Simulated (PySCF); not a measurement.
ClCrO$_{2}$ (SMILES [O]=[Cr+](=[O])[Cl]), charge +1, singlet, at a GFN2-xTB geometry (such geometries of metal compounds can be far from the true shape) (the multiplicity is a formal guess); B3LYP/6-31G, TDA (PySCF).

PySCF was given this input:
```python
from pyscf import gto, scf, dft, tdscf

mol = gto.M(
    atom='''
Cr    0.31047473   -0.01152195    0.39068317
O     1.50411853   -0.66954312   -0.34024619
O    -0.51397488   -0.99494616    1.25392981
Cl   -0.90426722    0.79955535   -0.98152148
''',
    basis='6-31g',
    charge=1,
    verbose=3,
)

mf = dft.RKS(mol)
mf.xc = 'b3lyp'
mf.kernel()
td = mf.TDA()
td.nstates = 10
td.kernel()
td.analyze()
```

Output, abridged:

```
converged SCF energy = -1654.61921779051
Excitation energies (eV)
[1.87267532 2.36945838 2.59553597 2.78994844 3.01960348 3.22265455
 3.38974679 3.47141077 3.79609177 3.83664756]

** Singlet excitation energies and oscillator strengths **
Excited State   1:      1.87268 eV    662.07 nm  f=0.0001
Excited State   2:      2.36946 eV    523.26 nm  f=0.0004
Excited State   3:      2.59554 eV    477.68 nm  f=0.0013
Excited State   4:      2.78995 eV    444.40 nm  f=0.0062
Excited State   5:      3.01960 eV    410.60 nm  f=0.0003
Excited State   6:      3.22265 eV    384.73 nm  f=0.0027
Excited State   7:      3.38975 eV    365.76 nm  f=0.0013
Excited State   8:      3.47141 eV    357.16 nm  f=0.0130
Excited State   9:      3.79609 eV    326.61 nm  f=0.0001
Excited State  10:      3.83665 eV    323.16 nm  f=0.0005
```
